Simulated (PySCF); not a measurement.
Isomers of C5H12N2OSi, mass 144.072 u with the commonest isotopes. The calculation used PBE0/pcSseg-1 in PySCF (dipole) on a GFN2-xTB geometry, gas phase. One conformer each, none proved a minimum here; rigid rotors.

Question: Order these by rotational constant B, largest first.
A. `[CH3:1][C:2](=[O:3])[NH:4][C@@H:5]1[CH2:6][NH:7][SiH2:8][CH2:9]1` with C1–C2–N4–C5 179°, C2–N4–C5–C6 -120°, N4–C5–C6–N7 -77°, C5–C6–N7–Si8 -32°, C6–N7–Si8–C9 10°, N7–Si8–C9–C5 15°
B. `[CH3:1][C@@:2]([CH2:3][OH:4])([CH2:5][C:6]#[N:7])[SiH2:8][NH2:9]` with C1–C2–C3–O4 -66°, C2–C3–O4–H -72°, C1–C2–C5–C6 172°, C1–C2–Si8–N9 -80°, C2–Si8–N9–H -64° and 163°
C. `[CH3:1]/[CH:2]=[CH:3]/[Si@@H:4]([NH:5][CH3:6])[NH:7][CH:8]=[O:9]` with C2–C3–Si4–N5 43°, C3–Si4–N5–C6 -175°, C3–Si4–N7–C8 65°, Si4–N7–C8–O9 2°
D. `[H]/[N:5]=[CH:4]/[C:2]([CH3:1])([CH3:3])[SiH2:6][NH:7][CH:8]=[O:9]` with C1–C2–C4–N5 163°, C1–C2–Si6–N7 35°, C2–Si6–N7–C8 66°, Si6–N7–C8–O9 0°
E. `[CH3:1][O:2][C@@:3]([CH3:4])([CH2:5][C:6]#[N:7])[SiH2:8][NH2:9]` with C1–O2–C3–C4 -52°, O2–C3–C5–C6 175°, O2–C3–Si8–N9 -56°, C3–Si8–N9–H -179° and 46°
F. `[CH3:1][O:2][C@H:3]1[CH2:4][N:5]([SiH3:6])[N:7]=[C:8]1[CH3:9]` with C1–O2–C3–C4 78°

Answer: E (1217 MHz), B (1185 MHz), D (1113 MHz), C (977.3 MHz), F (902.3 MHz), A (752.9 MHz).

Question: Order these by radius of gyration √(Σ m r²/M), largest first.
A. `[CH3:1]/[CH:2]=[CH:3]/[Si@@H:4]([NH:5][CH3:6])[NH:7][CH:8]=[O:9]` with C2–C3–Si4–N5 43°, C3–Si4–N5–C6 -175°, C3–Si4–N7–C8 65°, Si4–N7–C8–O9 2°
B. `[H]/[N:5]=[CH:4]/[C:2]([CH3:1])([CH3:3])[SiH2:6][NH:7][CH:8]=[O:9]` with C1–C2–C4–N5 163°, C1–C2–Si6–N7 35°, C2–Si6–N7–C8 66°, Si6–N7–C8–O9 0°
C. `[CH3:1][O:2][C@H:3]1[CH2:4][N:5]([SiH3:6])[N:7]=[C:8]1[CH3:9]` with C1–O2–C3–C4 78°
D. `[CH3:1][C@@:2]([CH2:3][OH:4])([CH2:5][C:6]#[N:7])[SiH2:8][NH2:9]` with C1–C2–C3–O4 -66°, C2–C3–O4–H -72°, C1–C2–C5–C6 172°, C1–C2–Si8–N9 -80°, C2–Si8–N9–H -64° and 163°
E. `[CH3:1]/[CH:2]=[CH:3]\[Si@H:4]([NH:5][CH3:6])[C:7]([NH2:8])=[O:9]` with C2–C3–Si4–N5 57°, C3–Si4–N5–C6 59°, C3–Si4–C7–N8 -37°, Si4–C7–N8–H 180° and 6°
F. `[CH3:1][O:2][C@@:3]([CH3:4])([CH2:5][C:6]#[N:7])[SiH2:8][NH2:9]` with C1–O2–C3–C4 -52°, O2–C3–C5–C6 175°, O2–C3–Si8–N9 -56°, C3–Si8–N9–H -179° and 46°

Answer: A (2.436 Å), C (2.307 Å), E (2.193 Å), F (2.153 Å), D (2.120 Å), B (2.080 Å).

Question: Order these by out-of-plane moment Σ m c² = (Ia + Ib − Ic)/2, smallest first.
A. `[CH3:1]/[CH:2]=[CH:3]/[Si@@H:4]([NH:5][CH3:6])[NH:7][CH:8]=[O:9]` with C2–C3–Si4–N5 43°, C3–Si4–N5–C6 -175°, C3–Si4–N7–C8 65°, Si4–N7–C8–O9 2°
B. `[H]/[N:5]=[CH:4]/[C:2]([CH3:1])([CH3:3])[SiH2:6][NH:7][CH:8]=[O:9]` with C1–C2–C4–N5 163°, C1–C2–Si6–N7 35°, C2–Si6–N7–C8 66°, Si6–N7–C8–O9 0°
C. `[CH3:1]/[CH:2]=[CH:3]\[Si@H:4]([NH:5][CH3:6])[C:7]([NH2:8])=[O:9]` with C2–C3–Si4–N5 57°, C3–Si4–N5–C6 59°, C3–Si4–C7–N8 -37°, Si4–C7–N8–H 180° and 6°
D. `[CH3:1][C@@:2]([CH2:3][OH:4])([CH2:5][C:6]#[N:7])[SiH2:8][NH2:9]` with C1–C2–C3–O4 -66°, C2–C3–O4–H -72°, C1–C2–C5–C6 172°, C1–C2–Si8–N9 -80°, C2–Si8–N9–H -64° and 163°
E. `[CH3:1][O:2][C@H:3]1[CH2:4][N:5]([SiH3:6])[N:7]=[C:8]1[CH3:9]` with C1–O2–C3–C4 78°
F. `[CH3:1][O:2][C@@:3]([CH3:4])([CH2:5][C:6]#[N:7])[SiH2:8][NH2:9]` with C1–O2–C3–C4 -52°, O2–C3–C5–C6 175°, O2–C3–Si8–N9 -56°, C3–Si8–N9–H -179° and 46°
G. `[CH3:1][C:2](=[O:3])[NH:4][C@@H:5]1[CH2:6][NH:7][SiH2:8][CH2:9]1` with C1–C2–N4–C5 179°, C2–N4–C5–C6 -120°, N4–C5–C6–N7 -77°, C5–C6–N7–Si8 -32°, C6–N7–Si8–C9 10°, N7–Si8–C9–C5 15°

Answer: E (21.70 u·Å²), A (24.61 u·Å²), G (79.52 u·Å²), F (87.70 u·Å²), C (88.18 u·Å²), B (92.81 u·Å²), D (111.97 u·Å²).

```csv
SMILES,point group,Ia (u·Å²),Ib (u·Å²),Ic (u·Å²),κ,μa (D),μb (D),μc (D)
C[C@@](CO)(CC#N)[SiH2]N,C1,333.07,426.43,535.56,-0.16,0.24,1.74,1.67
CO[C@H]1CN([SiH3])N=C1C,C1,228.69,560.11,745.40,-0.71,1.44,1.98,1.25
CC(=O)N[C@@H]1CN[SiH2]C1,C1,174.31,671.23,686.51,-0.98,2.71,1.72,1.55
CO[C@@](C)(CC#N)[SiH2]N,C1,340.25,415.38,580.23,0.13,4.36,0.74,0.80
C/C=C\[Si@H](NC)C(N)=O,C1,354.73,426.52,604.89,0.19,1.22,2.72,0.98
[H]/N=C/C(C)(C)[SiH2]NC=O,C1,261.63,454.20,530.21,-0.67,1.76,2.78,1.57
C/C=C/[Si@@H](NC)NC=O,C1,362.72,517.10,830.60,-0.06,0.30,3.66,1.81
```
